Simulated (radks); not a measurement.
The numbers below are computed, except where a source is named.
Question: Excited configurations of Ta3+: one electron is placed in a higher orbital outside [Xe] 4f14 5d1. The ground configuration is [Xe] 4f14 5d2. Code: a radial shooting solver on a logarithmic mesh with Libxc functionals. Model: Dirac Kohn-Sham, BLYP, spin-unpolarised, spherical densities, finite nucleus; open shells fill j = l - 1/2 first; Fermi nuclear charge, rms radius 5.3507 fm. Excitation = E - E(ground); binding = E(ion) - E, where the ion is the core of charge +4; n* = 4/sqrt(2 binding) in atomic units, and the quantum defect is n - n*.

| outer orbital | excitation (eV) | binding (eV) | n* | quantum defect | eigenvalue (eV) | <r> (bohr) |
|---|---|---|---|---|---|---|
| 5f5/2 | 20.899 | 14.522 | 3.872 | 1.128 | -11.897 | 4.026 |
| 6p1/2 | 8.996 | 26.425 | 2.870 | 3.130 | -22.851 | 3.029 |
| 6d3/2 | 18.772 | 16.649 | 3.616 | 2.384 | -14.327 | 4.311 |
| 6f5/2 | 25.788 | 9.634 | 4.754 | 1.246 | -8.269 | 7.122 |
| 7s1/2 | 18.593 | 16.828 | 3.597 | 3.403 | -14.975 | 4.996 |
| 7p1/2 | 20.933 | 14.488 | 3.876 | 3.124 | -12.808 | 5.593 |
| 7d3/2 | 24.970 | 10.451 | 4.564 | 2.436 | -9.132 | 7.331 |
| 7f5/2 | 28.647 | 6.774 | 5.669 | 1.331 | -5.934 | 10.87 |

Estimate the row for 6s1/2.

Answer: excitation (eV) 2.627; binding (eV) 32.795; n* 2.576; quantum defect 3.424; eigenvalue (eV) -28.649; <r> (bohr) 2.647. The Delta-SCF ionisation energy is 35.421 eV (NIST Atomic Spectra Database: 35 eV, theoretical). Self-interaction in the functional shifts the binding energies and quantum defects, so they are the method's values and not measured ones. Spin polarisation and multiplet splitting are left out, so open shells lie too high by an amount that depends on their filling.

Beside tabulated values, note that spin-unpolarised runs miss the spin-polarisation part of the exchange energy of open shells.
